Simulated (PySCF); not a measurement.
## Fractional electron number in Kr²⁺ (krypton, charge +2)

The 4p beta orbital of [Ar] 3d10 4s2 4p4 is emptied in steps (occupation f), with all orbitals relaxed, ending at [Ar] 3d10 4s2 4p3. Calculation: PySCF 2.14, in def2-TZVPPD (7s6p5d1f, 57 functions); no relativity, point nucleus. The exact energy is a straight line in f; departures are measured from the line between the end points of the same method.

Problem. Among UHF, LDA, PBE, PBE0, r2SCAN, LC-wPBE, BHandHLYP, wB97X, r2SCAN0, MN15, which shows the largest delocalisation error (convex curve), and which is closest to linear?

Solution. Most convex: LDA (-1.399 eV at f = 0.4); closest to linear: UHF (0.185 eV).

| f | UHF (eV) | LDA (eV) | PBE (eV) | PBE0 (eV) | r2SCAN (eV) | LC-wPBE (eV) | BHandHLYP (eV) | wB97X (eV) | r2SCAN0 (eV) | MN15 (eV) |
| --- | --- | --- | --- | --- | --- | --- | --- | --- | --- | --- |
| 1 | 0.000 | 0.000 | 0.000 | 0.000 | 0.000 | 0.000 | 0.000 | 0.000 | 0.000 | 0.000 |
| 0.8 | 0.127 | -0.933 | -0.901 | -0.648 | -0.841 | -0.180 | -0.419 | -0.269 | -0.607 | -0.492 |
| 0.6 | 0.188 | -1.400 | -1.348 | -0.967 | -1.247 | -0.266 | -0.631 | -0.412 | -0.898 | -0.730 |
| 0.4 | 0.185 | -1.399 | -1.343 | -0.962 | -1.225 | -0.261 | -0.635 | -0.424 | -0.881 | -0.723 |
| 0.2 | 0.121 | -0.931 | -0.891 | -0.637 | -0.797 | -0.170 | -0.427 | -0.294 | -0.572 | -0.479 |
| 0 | 0.000 | 0.000 | 0.000 | 0.000 | 0.000 | 0.000 | 0.000 | 0.000 | 0.000 | 0.000 |

| method | E(f=0) − E(f=1) (eV) | −ε at f=1 (eV) | −ε at f=0.4 (eV) |
| --- | --- | --- | --- |
| UHF | 34.294 | 35.102 | 34.125 |
| LDA | 35.784 | 29.955 | 36.958 |
| PBE | 35.486 | 29.845 | 36.634 |
| PBE0 | 35.506 | 31.445 | 36.336 |
| r2SCAN | 35.587 | 30.283 | 36.734 |
| LC-wPBE | 35.682 | 34.545 | 35.924 |
| BHandHLYP | 35.507 | 32.898 | 36.014 |
| wB97X | 35.637 | 33.983 | 35.918 |
| r2SCAN0 | 35.569 | 31.738 | 36.403 |
| MN15 | 35.463 | 32.354 | 36.099 |

Reference removal energy between the ground levels: 35.838 ± 0.02 eV (measured; NIST Atomic Spectra Database, ionization energies). The calculation has no spin-orbit coupling. UHF lacks correlation.
